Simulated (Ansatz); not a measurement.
Species: tribromo(ethyl)silane, C₂H₅Br₃Si, net charge 0, singlet state. 
Geometry from a B3LYP-D3(BJ)/def2-TZVP (Ansatz, a first-principles code) optimisation:
SMILES: CC[Si](Br)(Br)Br
```xyz
11

C     -3.0830     0.1164     0.2481
C     -1.9666    -0.9201     0.0935
Si    -0.2525    -0.2034     0.0064
Br    -0.0748     1.1731    -1.7333
Br     0.2056     0.9389     1.8608
Br     1.2409    -1.8357    -0.2165
H     -3.0966     0.8120    -0.5915
H     -2.9598     0.6977     1.1624
H     -4.0560    -0.3750     0.2920
H     -1.9648    -1.6253     0.9295
H     -2.1010    -1.5115    -0.8167
```
Charge 0, spin multiplicity 1.

Computed values are from Ansatz. Cores are frozen in the correlated levels unless marked. Open shells are spin-unrestricted. Spin-orbit coupling is left out. Frozen are the shells of the preceding noble gas and the d and f shells that filled before the atom's block. Non-relativistic. CBS(X,Y): correlation extrapolated as X^-3; Hartree-Fock from the larger set.

The atomisation energy De is 929.1 kcal/mol at CCSD(T)/CBS(def2-TZVPPD,def2-QZVPPD) and the total energy is -8086.4017 Eh at CCSD(T)/CBS(def2-TZVPPD,def2-QZVPPD). The dipole moment is 2.00 D at CCSD(T)/def2-SVPD and the T1 diagnostic is 0.010 at CCSD/def2-QZVPPD.
